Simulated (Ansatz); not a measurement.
Input file for Ansatz (a first-principles code): U-B97M-V/def2-TZVPP on BH2O2 (SMILES O[B]O).

Ansatz 0.2 input:
```yaml
crystal:
  periodic: [false, false, false]
  atoms:
    - {symbol: B, position_ang: [0.17628418, 0.42089188, -0.40683567]}
    - {symbol: O, position_ang: [1.34977522, -0.10896810, -0.02487032]}
    - {symbol: H, position_ang: [1.27564495, -0.81506359, 0.63690773]}
    - {symbol: O, position_ang: [-1.02426880, 0.01579032, 0.08082697]}
    - {symbol: H, position_ang: [-1.77743555, 0.48724949, -0.28612871]}
basis:
  gaussian:
    orbitals: def2-TZVPP
hamiltonian:
  xc: {name: B97M-V}
magnetization: {spin_polarized: true, initial_magnetization: 1}
```

Program output:

```
WARN ansatz: RAYON_NUM_THREADS=4 ignored (pool sized by the plan → 4); use --threads N
Functional definition: B97M-V
integrals: 0.03 GiB planned
589 factors; their error is unknown
mean field: 0.50 GiB planned
mean field evaluation 1: about -4797.1095 eV, gradient 4.9e1 eV
mean field evaluation 2: about -4780.0483 eV, gradient 8.2e1 eV
mean field evaluation 4: about -4804.6039 eV, gradient 3.5e0 eV
mean field evaluation 8: about -4804.6553 eV, gradient 1.6e-1 eV
mean field -4804.65537239 eV, -176.5678282229 hartree, gradient 8.0e-5 eV, S^2 0.753156; 0 other end points of the search recorded, 0 dependent functions left out
reference -4804.65542378 eV, -176.5678301116 hartree; 12, 11 occupied and 109, 110 virtual orbitals, 589 factors
Total energy: -4804.65542378 eV, -176.5678301116 hartree
```

Self-consistency was reached.

Cost: about 7 core-seconds (a rough figure).
